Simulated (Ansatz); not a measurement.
The same path of C₃H₅Li (9 atoms, charge 0, multiplicity 1) was run 3 times with different band settings. The coordinate that changes most is the dihedral C2–C3–C4–H8.

All numbers below come from RKS B3LYP-D4/def2-SVP in Ansatz 0.2.0.

Relaxed end points:

```xyz
9
Properties=species:S:1:pos:R:3
Li -0.920 0.636 -2.283
C 0.495 0.907 -0.971
C 0.527 0.257 0.212
C -0.492 -0.748 0.694
H 1.359 1.592 -1.082
H 1.338 0.425 0.947
H -1.295 -0.904 -0.053
H -0.037 -1.735 0.900
H -0.976 -0.431 1.636
```

```xyz
9
Properties=species:S:1:pos:R:3
Li 0.733 -1.021 -2.208
C 0.951 0.453 -0.951
C 0.249 0.535 0.200
C -0.778 -0.460 0.680
H 1.640 1.311 -1.069
H 0.384 1.379 0.904
H -1.774 0.001 0.818
H -0.900 -1.298 -0.034
H -0.506 -0.900 1.658
```

Common settings: movable images 7; climbing image yes; spring 5.0 eV/Å²; start path IDPP; force threshold 0.05 eV/Å; end points relaxed.

| run | optimiser | iteration limit | largest step |
| --- | --- | --- | --- |
| 1 | quadratic models (default) | 58 | default |
| 2 | quadratic models (default) | 10 | default |
| 3 | fire | 60 | 0.02 Å |

(1) What does each run give, and how far can it be trusted?

Answers

(1) Run 1: converged after 5 iterations, highest image 0.100 eV above the first end. A vibrational analysis at the climbing image gives one clearly imaginary mode, 214i cm⁻¹: a first-order saddle point.
Run 2: converged after 5 iterations, highest image 0.100 eV above the first end. Another band between the same ends (7 images) ends at a top of the same energy, where a vibrational analysis finds 1 clearly imaginary mode.
Run 3: converged after 9 iterations, highest image 0.101 eV above the first end. Another band between the same ends (7 images) ends at a top of the same energy, where a vibrational analysis finds 1 clearly imaginary mode.
